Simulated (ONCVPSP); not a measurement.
# Configuration tests for indium (ONCV)

| Quantity | Value |
| --- | --- |
| Element | indium |
| Generator | ONCVPSP 4.0.1 |
| Type | optimised norm-conserving Vanderbilt (ONCV) |
| Functional | PBEsol |
| Relativity | fully relativistic |
| Frozen core | [Ar] 3d10 |
| Valence charge | 21 |
| Reference configuration | 4s2 4p6 4d10 5s2 (charge +1) |
| Partial waves | 4s+5s: rc 1.20 bohr, ncon 4, nbas 8, qcut 9.7 1/bohr, 2 projectors; 4p: rc 1.05 bohr, ncon 5, nbas 8, qcut 7.3 1/bohr, 3 projectors, debl 0.8 Ha; 4d: rc 1.30 bohr, ncon 4, nbas 9, qcut 9.7 1/bohr, 1 projector |
| Local potential | polynomial inside 0.70 bohr (lpopt 5, dvloc0 4 Ha) |
| Core correction | Teter function fitted to the true core (icmod 2), fcfact 0.25 |

Open shells are filled in proportion to 2j + 1.

In the p channel the program set the typed energies aside and used -3.065, 0.250, 1.050 Ha (j = l + 1/2; the other j can differ).

Energies are relative to the spin-unpolarised reference configuration 4s2 4p6 4d10 5s2; without spin polarisation the order of configurations can differ from experiment.

Question: Give the all-electron excitation energy and the error of the potential for: 4s2 4p6 4d10 5s2 5p1; 4s2 4p6 4d10 5s1; 4s2 4p6 4d10 5s0; 4s2 4p6 4d9 5s2 5p1.

Answer:

```
valence configuration  charge  ΔE all-electron (eV)  error AE − PS (meV)
 4s2 4p6 4d10 5s2 5p1       0                -5.372                 -0.2
     4s2 4p6 4d10 5s1      +2                19.279                 +0.1
     4s2 4p6 4d10 5s0      +3                47.545                 -0.9
  4s2 4p6 4d9 5s2 5p1      +1                19.711                 +4.4
```

Note: ghosts flagged at negative energy: p3/2 at -1086.7 eV, p1/2 at -5170.7 eV; GHOST(+) flagged for s at 45.4 eV. A true bound ghost makes a file unfit for plane-wave use.
